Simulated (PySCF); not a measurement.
# Ionisation energy of O²⁺ by level of theory

O²⁺ [He] 2s2 2p2 (3P) → O³⁺ [He] 2s2 2p1 (2P), as a difference of total energies. Computed with PySCF 2.14 in aug-cc-pVQZ (6s5p4d3f2g, 80 functions), with no relativity, point nucleus. Correlated levels: valence: 1s2 frozen. The calculations carry no spin-orbit coupling.

| method | ionisation energy (eV) |
| --- | --- |
| UHF | 54.609 |
| LDA | 55.418 |
| PBE0 | 55.301 |
| r2SCAN | 55.598 |
| HSE06 | 55.311 |
| wB97M-V | 54.942 |
| BP86 | 55.293 |
| MP2 (valence) | 55.040 |
| SCS-MP2 (valence) | 54.887 |

Question: Estimate what PBEsol gives.

Answer: 55.158 eV, closest to MP2 (valence) among the rows shown.

Question: Estimate what PBE gives.

Answer: 55.266 eV, closest to BP86 among the rows shown.

A first-order spin-orbit estimate (lowest level to lowest level, LS coupling) adds -0.005 eV.

Errors of the correlated levels include the incompleteness of this basis and the frozen core.

For comparison: 54.936 eV (semi-empirical (NIST evaluation); NIST Atomic Spectra Database, ionization energies).
